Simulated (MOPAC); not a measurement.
MOPAC input (AM1):

```
AM1 FORCE THERMO(298,298) PRECISE LET GEO-OK AUX(PRECISION=9) THREADS=1
C4H7BO

C     2.50315652 1   -0.34771098 1   -0.14100136 1
C     1.25169932 1   -0.78764642 1   -0.04736433 1
B     0.01520730 1    0.10813799 1    0.11786744 1
O     0.20170286 1    1.43989636 1    0.13895689 1
C    -1.37815060 1   -0.53103397 1    0.27104193 1
C    -2.50034782 1   -0.07001965 1   -0.27027023 1
H     3.36178724 1   -1.02317584 1   -0.26017830 1
H     2.75334880 1    0.72238173 1   -0.10364456 1
H     0.99326386 1   -1.85315976 1   -0.08413715 1
H    -0.66009366 1    1.85435936 1    0.24154276 1
H    -1.34490654 1   -1.45029746 1    0.87002974 1
H    -3.46754753 1   -0.57898705 1   -0.15802748 1
H    -2.53485902 1    0.84421726 1   -0.87964156 1
```

Output:

```
 *******************************************************************************
 **                                                                           **
 **                              MOPAC v23.2.5                                **
 **                                                                           **
 *******************************************************************************
 ** MOPAC's Digital Object Identifier: https://doi.org/10.5281/zenodo.6511958 **
 **                                                                           **
 ** Please cite the open-source release paper for use of this MOPAC version:  **
 ** J. E. Moussa and J. J. P. Stewart (2026)                                  **
 ** MOPAC: An open-source semiempirical molecular orbital program             **
 ** J. Open Source Softw., 11(119), 8025, https://doi.org/10.21105/joss.08025 **
 *******************************************************************************

                              AM1 CALCULATION RESULTS

 *******************************************************************************
 *  AM1        - The AM1 Hamiltonian to be used
 *  GEO-OK     - OVERRIDE INTERATOMIC DISTANCE AND OTHER SAFETY CHECKS
 *  LET        - OVERRIDE SOME SAFETY CHECKS
 *  PRECISE    - TIGHTER CRITERIA TO BE USED
 *  FORCE      - FORCE CALCULATION SPECIFIED
 *  AUX        - OUTPUT AUXILIARY INFORMATION
 *  THERMO     - THERMODYNAMIC QUANTITIES TO BE CALCULATED
 *******************************************************************************
AM1 FORCE THERMO(298,298) PRECISE LET GEO-OK AUX(PRECISION=9) THREADS=1
 C4H7BO

   ATOM   CHEMICAL          X               Y               Z
  NUMBER   SYMBOL      (ANGSTROMS)     (ANGSTROMS)     (ANGSTROMS)

     1       C          2.50315652  *  -0.34771098  *  -0.14100136  *
     2       C          1.25169932  *  -0.78764642  *  -0.04736433  *
     3       B          0.01520730  *   0.10813799  *   0.11786744  *
     4       O          0.20170286  *   1.43989636  *   0.13895689  *
     5       C         -1.37815060  *  -0.53103397  *   0.27104193  *
     6       C         -2.50034782  *  -0.07001965  *  -0.27027023  *
     7       H          3.36178724  *  -1.02317584  *  -0.26017830  *
     8       H          2.75334880  *   0.72238173  *  -0.10364456  *
     9       H          0.99326386  *  -1.85315976  *  -0.08413715  *
    10       H         -0.66009366  *   1.85435936  *   0.24154276  *
    11       H         -1.34490654  *  -1.45029746  *   0.87002974  *
    12       H         -3.46754753  *  -0.57898705  *  -0.15802748  *
    13       H         -2.53485902  *   0.84421726  *  -0.87964156  *

          CARTESIAN COORDINATES

    NO.       ATOM           X           Y           Z

     1         C          2.5032     -0.3477     -0.1410
     2         C          1.2517     -0.7876     -0.0474
     3         B          0.0152      0.1081      0.1179
     4         O          0.2017      1.4399      0.1390
     5         C         -1.3782     -0.5310      0.2710
     6         C         -2.5003     -0.0700     -0.2703
     7         H          3.3618     -1.0232     -0.2602
     8         H          2.7533      0.7224     -0.1036
     9         H          0.9933     -1.8532     -0.0841
    10         H         -0.6601      1.8544      0.2415
    11         H         -1.3449     -1.4503      0.8700
    12         H         -3.4675     -0.5790     -0.1580
[...]
 TRANSITION DIPOLE   0.3440         C  6 -- H 12         +12.6% ( 35.9%)     98.8%
 TRAVEL (Ang.)       0.1872         C  6 -- H 13          +8.5% ( 29.5%)     96.3%
 REDUCED MASS        0.6042         C  5 -- C  6          +1.1% ( 10.8%)     88.9%
 EFFECTIVE MASS      1.4857
 FORCE CONSTANT      3.6085

 VIBRATION         30   30A           ATOM PAIR      ENERGY CONTRIBUTION    RADIAL
 FREQUENCY          3186.93         C  2 -- H  9         +77.6% ( 89.2%)    100.0%
 TRANSITION DIPOLE   0.2918         C  1 -- H  7         +15.6% ( 40.0%)     99.6%
 TRAVEL (Ang.)       0.1848         C  1 -- H  8          +4.5% ( 21.5%)     91.9%
 REDUCED MASS        0.6197         C  1 -- C  2          +1.3% ( 11.4%)     88.3%
 EFFECTIVE MASS      1.4912
 FORCE CONSTANT      3.7083

 VIBRATION         31   31A           ATOM PAIR      ENERGY CONTRIBUTION    RADIAL
 FREQUENCY          3202.06         C  1 -- H  8         +50.0% ( 70.0%)     95.9%
 TRANSITION DIPOLE   0.4194         C  1 -- H  7         +46.9% ( 67.8%)     95.4%
 TRAVEL (Ang.)       0.2130         C  2 -- H  9          +2.0% ( 14.1%)    100.0%
 REDUCED MASS        0.4642         C  1 -- C  2          +0.9% (  9.5%)     98.5%
 EFFECTIVE MASS      1.2982
 FORCE CONSTANT      2.8041

 VIBRATION         32   32A           ATOM PAIR      ENERGY CONTRIBUTION    RADIAL
 FREQUENCY          3206.10         C  6 -- H 12         +53.9% ( 72.7%)     96.5%
 TRANSITION DIPOLE   0.3728         C  6 -- H 13         +44.4% ( 66.0%)     95.0%
 TRAVEL (Ang.)       0.2091         C  5 -- C  6          +1.0% (  9.9%)     98.0%
 REDUCED MASS        0.4811         C  5 -- H 11          +0.6% (  7.6%)     99.9%
 EFFECTIVE MASS      1.3039
 FORCE CONSTANT      2.9136

 VIBRATION         33   33A           ATOM PAIR      ENERGY CONTRIBUTION    RADIAL
 FREQUENCY          3495.14         O  4 -- H 10         +99.6% (100.0%)     99.9%
 TRANSITION DIPOLE   0.5901         B  3 -- O  4          +0.4% (  6.3%)      5.4%
 TRAVEL (Ang.)       0.1427
 REDUCED MASS        0.9475
 EFFECTIVE MASS      1.3798
 FORCE CONSTANT      6.8199

      SYMMETRY NUMBER FOR POINT-GROUP C1  =  1

          SYSTEM IS A GROUND STATE

 C4H7BO

          MOLECULE IS NOT LINEAR

          THERE ARE 33 GENUINE VIBRATIONS IN THIS SYSTEM
          THIS THERMODYNAMICS CALCULATION IS LIMITED TO
          MOLECULES WHICH HAVE NO INTERNAL ROTATIONS

                    CALCULATED THERMODYNAMIC PROPERTIES
                                          *
   TEMP. (K)   PARTITION FUNCTION   H.O.F.    ENTHALPY  HEAT CAPACITY ENTROPY
                                   KCAL/MOL   CAL/MOLE    CAL/K/MOL  CAL/K/MOL

 298.00  VIB.     0.1249D+03                  2734.4364    18.1958    18.7684
         ROT.     0.1569D+06                   888.2803     2.9808    26.7540
         INT.     0.1958D+08                  3622.7167    21.1766    45.5224
         TRA.     0.7167D+27                  1480.4672     4.9680    39.1209
         TOT.                      -44.673    5103.1839    26.1446    84.6433

   *: NOTE: HEATS OF FORMATION ARE RELATIVE TO THE
            ELEMENTS IN THEIR STANDARD STATE AT 298K
              (=  Standard Enthalpy of Formation).

            Hvib:  Zero-point energy is not included.
                   frequencies of less than zero cm-1 are not included.
            Hrot = (3/2)RT
            Htra = (3/2)RT + pV = (5/2)RT

            Heat capacity is Cp, not Cv

          For more information, see: HTTP://OpenMOPAC.net/Manual/thermochemistry.html

           FORCE CONSTANT IN CARTESIAN COORDINATES (Millidynes/A)

    ATOM   CHEMICAL       X               Y               Z
   NUMBER   SYMBOL  FORCE CONSTANT  FORCE CONSTANT  FORCE CONSTANT

      1       C       15.165031        8.750815        2.112994
      2       C       15.778304        9.986024        1.962716
      3       B       11.780500       11.566062        2.366522
      4       O        6.928169        9.555762        0.453253
      5       C       13.017308        8.494984        6.215092
      6       C       11.504342        8.091909        6.391935
      7       H        2.244281        4.141879        0.356996
      8       H        2.224913        4.157003        0.367687
      9       H        2.263261        4.118595        0.360202
     10       H        3.653873        4.151500        0.192436
     11       H        1.096792        3.374613        2.228037
     12       H        5.537352        0.692161        0.531366
     13       H        1.130487        3.333600        2.280524

 **********************
 *                    *
 * JOB ENDED NORMALLY *
 *                    *
 **********************

 == MOPAC DONE ==
```
